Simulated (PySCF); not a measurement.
Broadened absorption spectrum of C3H11NOSi3

Species: C3H11NOSi3.
Geometry (PBE0-D3(BJ)/def2-SVP, Å), atoms numbered from 1 in this order:
```
atom  x, y, z in Å
C1    -0.9143    0.6552    2.4065
C2    -0.7878    0.0406    1.3621
Si3   -0.5804   -0.8282   -0.2501
O4    -1.9708   -0.6449   -1.1471
Si5   -3.6057   -0.3966   -0.9895
Si6    1.1933    0.1009   -1.4735
N7     2.6808   -0.0606   -0.5987
C8     2.9486    0.5312    0.6912
H9    -1.0299    1.1917    3.3319
H10   -0.3712   -2.2752    0.0577
H11   -4.1754   -0.2205   -2.3548
H12   -4.2527   -1.5711   -0.3295
H13   -3.8739    0.8262   -0.1753
H14    1.3633   -0.6629   -2.7479
H15    0.7961    1.5081   -1.8330
H16    3.5132   -0.2537   -1.1441
H17    3.4000    1.5410    0.6350
H18    2.0126    0.6294    1.2630
H19    3.6221   -0.1026    1.2929
```

Method: PySCF 2.14.0, density-fitted response routines, TDDFT CAM-B3LYP/def2-SVPD, vertical, gas phase, core orbitals frozen in the response.

Each state is given a Gaussian of 0.4 eV full width at half maximum, with ε(max) = 2.175×10⁸ f / Δν̃ (Δν̃ the width in cm⁻¹). The cross-section is σ = 3.8235×10⁻²¹ ε cm², given in Mb (10⁻¹⁸ cm²). The width is an assumption, not a result. The curve ends short of the highest state used, and states not computed would add to its high-energy end.

```csv
E (eV),σ (Mb)
4.48,0.00
4.54,0.01
4.60,0.02
4.66,0.06
4.72,0.14
4.77,0.25
4.83,0.45
4.89,0.72
4.95,1.01
5.01,1.25
5.06,1.36
5.12,1.35
5.18,1.18
5.24,0.92
5.30,0.66
5.35,0.50
5.41,0.40
5.47,0.42
5.53,0.55
5.59,0.76
5.65,1.09
5.70,1.46
5.76,2.07
5.82,2.87
5.88,3.82
5.94,4.84
5.99,5.67
6.05,6.57
6.11,7.30
6.17,7.86
6.23,8.37
6.28,8.97
6.34,10.24
6.40,12.51
6.46,15.90
6.52,20.02
```

Question: Locate the maxima and give the states behind the curve.

Answer: 244 nm (5.08 eV), ε about 360, made up of S1 (100%) (ε in L mol⁻¹ cm⁻¹; maxima over ε = 5, shares over 10%). At its high-energy end, 6.52 eV, the curve is still rising (ε about 5200, from S6, S7 and S8). The states used: S1 5.08 eV (f 0.0053); S2 5.67 eV (f 0.0022); S3 5.98 eV (f 0.013); S4 6.21 eV (f 0.018); S5 6.29 eV (f 0.0036); S6 6.51 eV (f 0.018); S7 6.67 eV (f 0.020); S8 6.70 eV (f 0.071); S9 7.07 eV (f 0.028); S10 7.12 eV (f 0.021).

Question: On this curve, what absorbance would a 10⁻⁴ mol/L sample give at 193 nm over a 1 cm path?

Answer: 193 nm is 6.424 eV, where ε is about 3600 L mol⁻¹ cm⁻¹, so A = ε c l ≈ 0.36 (Beer–Lambert, with the gas-phase spectrum and the assumed width).

Question: Does any computed singlet lie in the visible range?

Answer: No computed singlet lies in the visible range (380 to 750 nm); the lowest, at 244 nm, stands 1.82 eV above its violet end (3.26 eV).

Question: Coming from long wavelengths, where does ε first pass 100 L mol⁻¹ cm⁻¹?

Answer: At about 258 nm (4.81 eV), 0.27 eV below S1.

The vertical ionisation energy (ΔSCF) is 8.63 eV, 1.51 eV above S10.

The run took 7.5 min wall on Arm Neoverse N1, one thread, on a shared host, and the process peaked at 1.3 GiB of memory.

One conformer stands for the species.
